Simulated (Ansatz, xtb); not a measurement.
C4H4BrN: which of two isomers lies lower

Structure a is `N#C/C=C/CBr`, a singlet and structure b is `BrC1=CCC=N1`, a singlet. Both are isolated molecules in the gas phase, relaxed with PBE0-D3(BJ)/def2-SVP, each in the lowest conformer that the search found.

Energies in hartree; the thermal terms are from GFN2-xTB frequencies at re-optimised GFN2-xTB minima (ideal gas, soft modes damped towards free rotors, one conformer each, 298.15 K, 1 atm) and include the zero-point energy:

|  | a | b |
| --- | --- | --- |
| E, CCSD(T)/def2-SVP | −2781.137873 | −2781.128770 |
| E, MP2/def2-SVP | −2781.070836 | −2781.062054 |
| E, MP2/def2-TZVPP | −2781.811963 | −2781.805566 |
| zero-point energy | 0.067593 | 0.068941 |
| H(298 K) − E | 0.075306 | 0.075273 |
| G(298 K) − E | 0.035026 | 0.038792 |

Correct the CCSD(T) difference for the basis set by the MP2 change, then work out ΔE, ΔE₀, ΔH and ΔG for a → b in kJ/mol (1 Eh = 2625.50 kJ/mol) and the equilibrium ratio [b]/[a].

1. Differences b − a: CCSD(T) +0.009103, MP2 in the small set +0.008782, MP2 in the large set +0.006397 Eh.
2. ΔE = +0.009103 + (+0.006397 − (+0.008782)) = +0.006718 Eh = +17.64 kJ/mol.
3. ΔE₀ = ΔE + ΔZPE = +0.006718 + (+0.001348) Eh = +21.18 kJ/mol.
4. ΔH = ΔE + (−0.000033) Eh = +17.55 kJ/mol.
5. ΔG = ΔE + (+0.003766) Eh = +27.53 kJ/mol, so ΔS = (ΔH − ΔG)/T = −33.5 J/(mol K).
6. kT = 0.9442 mEh, so K = [b]/[a] = exp(−ΔG/kT) = exp(−11.10) ≈ 1.5 × 10^−5.

Structure a is favoured at this temperature. An error of 4 kJ/mol in ΔG would change K by a factor of 5. GFN2-xTB, HF/STO-3G, r2SCAN-D4/def2-SVP, PBE0-D3(BJ)/def2-SVP gave ΔE the other sign. Mirror images and further conformers aren't counted.

As drawn, b has 1 C=N, 1 C–N in place of 1 C≡N. Structure a has no ring, b a 5-membered ring.

Other levels gave ΔE = −87.4 (GFN2-xTB); −21.6 (HF/STO-3G, GFN2-xTB geometries); −11.0 (r2SCAN-D4/def2-SVP, GFN2-xTB geometries); −19.4 (PBE0-D3(BJ)/def2-SVP); +39.8 (HF/def2-SVP); +23.1 (MP2/def2-SVP); +23.9 (CCSD(T)/def2-SVP) kJ/mol. The correlated steps freeze 14 core orbitals; the filled d shell of Br is correlated, in a basis made for valence electrons. Programs: Ansatz 0.2.0, xtb 6.7.1.
